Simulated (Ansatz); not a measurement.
BiTe₂⁻. Total charge -1; triplet. Geometry B3LYP-D4/def2-SVP, that of the neutral doublet; atoms count from 1.

Cartesian coordinates in Å:
```
Bi -0.5635 1.5667 -0.0031
Te 0.9934 -0.5251 1.1975
Te -0.4300 -1.0417 -1.1944
```

In the def2 sets Bi, Te take a core potential; there is no spin–orbit coupling. The highest occupied level of the charge -1 triplet lies above zero (up to 0.47 eV). By energy differences its removal costs 1.06 eV (vertical, to the charge 0 doublet, at PBE0-D4/def2-TZVPD); a positive level beside a positive removal energy at the same level points to self-interaction error. At PBE0-D4/def2-TZVPD a singlet of charge -1 lies 0.53 eV below the triplet at the same geometry. The structure comes from a short search, and lower isomers may exist.

**Question.** Estimate the Mulliken populations from the PBE0/def2-TZVPD orbitals of Ansatz.

**Answer.** 
| atom | charge (e) | spin (α − β) |
| --- | --- | --- |
| Bi1 | -0.07 | 1.05 |
| Te2 | -0.47 | 0.48 |
| Te3 | -0.47 | 0.48 |
Mulliken values and Mayer orders depend strongly on the basis. With diffuse functions, as here, like atoms can get unlike values, and bond orders can come out too low or too high.

**Question.** Where does the spin sit?

**Answer.** Summed by element: Bi 1.05, Te 0.95, of 2 unpaired in all. Largest on single atoms: Bi1 1.05, Te2 0.48, Te3 0.48.

**Question.** And the Mayer bond orders between bonded heavy atoms (over 0.3)?

**Answer.** Bi1–Te2 1.13 (2.87 Å); Bi1–Te3 1.13 (2.87 Å); Te2–Te3 0.57 (2.83 Å).
